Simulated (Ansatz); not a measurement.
Computed with Ansatz.

A structure relaxed at PBE0-D4/def2-TZVP, charge 0, multiplicity 1:

Cartesian coordinates in Å:
```
C 0.1050 -1.4153 0.0165
In -0.6948 0.5310 -0.3189
C 0.6188 2.0974 0.3424
N 1.3412 2.9221 0.7045
H 1.0718 -1.4939 -0.4836
H -0.5588 -2.1964 -0.3503
H 0.2691 -1.5518 1.0869
H -2.1522 1.1070 -0.9975
```

Problem. Give its formula and SMILES.

Solution. C2H4InN, `[CH3][InH][C]#N`.

Problem. Point group (tolerance 0.08 Å, 0.16 Å for H)?

Solution. Cs.

Problem. Summarise the bond lengths by kind.

Solution. 2 × C–In 2.131 to 2.149 Å; 3 × C–H 1.089 to 1.091 Å; 1 × H–In 1.708 Å; 1 × C–N 1.155 Å.
